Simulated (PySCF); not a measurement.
## Frontier orbitals and the lowest excitations

Species: C4H7NOP (charge +1).
Z-matrix (Å and degrees, GFN2-xTB geometry), rows numbered from 1:
```
N 
P   1  1.6338
C   2  1.7630  1  109.22
C   3  1.4287  2  126.84  1   155.94
C   4  1.3594  3  105.18  2   178.73
O   5  1.3396  4  110.64  3    -0.15
C   6  1.3172  5  108.68  4    -0.13
H   1  1.0150  2  118.65  3   169.45
H   1  1.0151  2  118.13  3   -49.62
H   2  1.3869  1  115.97  3   122.64
H   2  1.3775  1  104.59  3  -121.89
H   4  1.0705  3  127.24  2    -1.56
H   5  1.0725  4  131.59  3   179.60
H   7  1.0732  3  131.59  2     1.55
```

The calculation used TDDFT PBE0/def2-SVPD, vertical, gas phase, core orbitals frozen in the response (PySCF).

Kohn–Sham orbitals with the atoms that hold most of them (Löwdin shares over 4%, at most four atoms; ? is withheld):

```csv
orbital,ε (eV),atoms
LUMO+2,-4.01,"P2 39%, H10 19%, H11 10%, C3 8%"
LUMO+1,-4.48,"P2 27%, C3 11%, H10 10%, C7 10%"
LUMO,-5.50,?
HOMO,-11.42,?
HOMO-1,-13.14,"C3 32%, O6 22%, C4 20%, C7 8%"
HOMO-2,-13.79,"N1 64%, P2 14%, H10 6%, H8 5%"
HOMO-3,-15.23,"O6 42%, C5 15%, C4 13%, C7 10%"
```

Q: Which atoms hold the LUMO, and with what shares?

A: P2 (bonded to C, N and 2 H) 27%; C7 (bonded to C, O and H) 18%; C3 (bonded to 2 C and P) 13%; O6 (bonded to 2 C) 10%. By element: carbon 31% or more, phosphorus 27%, oxygen 10%.

Q: Give the leading atoms of the HOMO.

A: C5 (bonded to C, O and H) 29%; C7 (bonded to C, O and H) 22%; C4 (bonded to 2 C and H) 21%; C3 (bonded to 2 C and P) 12%.

Q: How does S1 compare with the orbital gap of 5.92 eV?

A: S1 is at 5.05 eV (f = 0.027), 0.86 eV below the gap, made of HOMO→LUMO (96%). 

Q: One configuration dominates each of S1, S2, S5 and S8. Which, and how do the shares of the two leading atoms of either orbital change from the occupied to the empty one?

A: 
- S1 (5.05 eV, f 0.027), HOMO→LUMO (96%): C5 29% → at most 10%, C7 22% → 18%, P2 at most 12% → 27%
- S2 (5.96 eV, f 0.032), HOMO→LUMO+1 (89%): C5 29% → at most 11%, C7 22% → 10%, P2 at most 12% → 27%, C3 12% → 11%
- S5 (6.85 eV, f 0.022), HOMO-2→LUMO (78%): N1 64% → at most 10%, P2 14% → 27%, C7 at most 5% → 18%
- S8 (7.51 eV, f 0.144), HOMO-1→LUMO+1 (71%): C3 32% → 11%, O6 22% → at most 11%, P2 at most 8% → 27%

Löwdin shares depend on the basis, the more so with diffuse functions.

One conformer stands for the species.
